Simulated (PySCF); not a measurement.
Compound: C₃H₉Te (charge +1).
Structure used (PBE0-D3(BJ)/def2-SVP), in Å, numbered top down from 1:
```xyz
13
C3H9Te angstrom
C     -0.334    1.784    0.351
Te    -0.143   -0.172    1.172
C      1.714   -0.648    0.244
C     -1.390   -1.155   -0.247
H     -0.122    1.744   -0.725
H      0.379    2.439    0.870
H     -1.361    2.127    0.538
H      1.645   -0.428   -0.829
H      1.914   -1.714    0.417
H      2.493   -0.039    0.722
H     -1.067   -0.881   -1.260
H     -1.298   -2.238   -0.084
H     -2.425   -0.837   -0.063
```

Theory: PySCF, PBE0-D3(BJ)/def2-SVP geometry optimisation, gas phase, def2 core potentials past Kr.

**Question.** Which atoms are bound to Te2, and at what distances?

**Answer.** 3 atoms: C3 2.130 Å, C1 2.130 Å, C4 2.130 Å. The nearest atom not counted as bound is H10, at 2.68 Å (others tie with it).

**Question.** What is the shape at Te2?

**Answer.** Pyramidal: angles 96.7°, 96.6° and 96.6°, sum 289.9°, 1.08 Å off the plane of its three neighbours.

**Question.** What are the other bond lengths?

**Answer.** C1–H5 and 8 like bonds 1.098 Å.

Charge +1, singlet. PBE0-D3(BJ)/def2-SVP frequencies: not computed here.

Time: 41 s wall; peak memory 0.48 GiB. Hardware: AMD EPYC 7R43, one thread, shared host with 256 logical CPUs at a one-minute load of 126. These figures are those of the optimisation.
